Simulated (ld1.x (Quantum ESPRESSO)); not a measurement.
What one change does to a pseudopotential (gold (Au), PAW)

gold (Au), PAW, made with ld1.x (Quantum ESPRESSO) 7.5 (LDA (PZ), scalar-relativistic). Core [Xe] 4f14, reference 5d10 6s0.5 6p0.5. Waves: 6s (bound): rcut 1.95, rcutus 2.25 bohr; 6s channel at 3.1 Ry: rcut 1.95, rcutus 2.25 bohr; 6p (bound): rcut 2.00, rcutus 2.70 bohr; 6p channel at 1.6 Ry: rcut 2.00, rcutus 2.70 bohr; 5d (bound): rcut 2.15, rcutus 2.45 bohr; 5d channel at -0.1 Ry: rcut 2.15, rcutus 2.45 bohr. Local part: all-electron potential smoothed inside 2.25 bohr (lloc = -1). Core correction: Bessel-smoothed model core, default radius (core density twice the valence density). Augmentation charge: PSQ, inside the norm-conserving radii.

Change: wave 6s channel at 3.1 Ry: rcut 1.95, rcutus 2.25 bohr becomes 6s channel at 0.78 Ry: rcut 1.95, rcutus 2.25 bohr.

Cutoffs: the cutoffs (Ry, on a coarse ladder) from which the occupation-weighted sum of valence levels, in a spherical-Bessel basis at the reference potential, stays within 10 and 1 mRy of its value at 400 Ry; they do not see the model core or the augmentation charge, which bear on the density cutoff. Errors are all-electron minus pseudo energies relative to the spin-unpolarised reference configuration.

Question: How do hardness, ghosts and transferability respond?

Answer: The potential gets neither clearly harder nor softer (18 Ry and 30 Ry → 18 Ry and 30 Ry); the errors of the 9 common tests hardly move; the range in which the s phases agree narrows (upper end 4.4 → 2.6); neither file shows a bound ghost.

```csv
quantity,base,changed
"cutoff, loose",18 Ry,18 Ry
"cutoff, tight",30 Ry,30 Ry
bound ghosts,none,none
"error for 5d10 6s1 6p0, meV [ΔE -2.64 eV]",+0.8,+0.8
"error for 5d10 6s0 6p0, meV [ΔE 7.13 eV]",-3.6,-3.6
"error for 5d9 6s0 6p0, meV [ΔE 28.63 eV]",-40,-40
"error for 5d7 6s0 6p0, meV [ΔE 110.80 eV]",-757,-757
"error for 5d10 6s0.5 6p0, meV [ΔE 1.31 eV]",-0.8,-0.8
"error for 5d9 6s1 6p0, meV [ΔE 9.73 eV]",-27,-28
"error for 5d9 6s2 6p0, meV [ΔE -1.04 eV]",-27,-27
"error for 5d10 6s0.5 6p0.5 (spin-polarised), meV [ΔE -0.11 eV]",-0.2,-0.1
"error for 5d10 6s1 6p0 (spin-polarised), meV [ΔE -2.77 eV]",+0.5,+0.5
s: phases at 2.96 bohr within 0.05 rad from the reference energy up to (Ry; the scan ends near 5),4.4,2.6
p: phases at 2.96 bohr within 0.05 rad from the reference energy up to (Ry; the scan ends near 5),3.7,3.7
d: phases at 2.96 bohr within 0.05 rad from the reference energy up to (Ry; the scan ends near 5),to the end of the scan,to the end of the scan
lowest overlap eigenvalue by channel,"s 0.60, p 0.50, d 0.65","s 0.43, p 0.50, d 0.65"
```
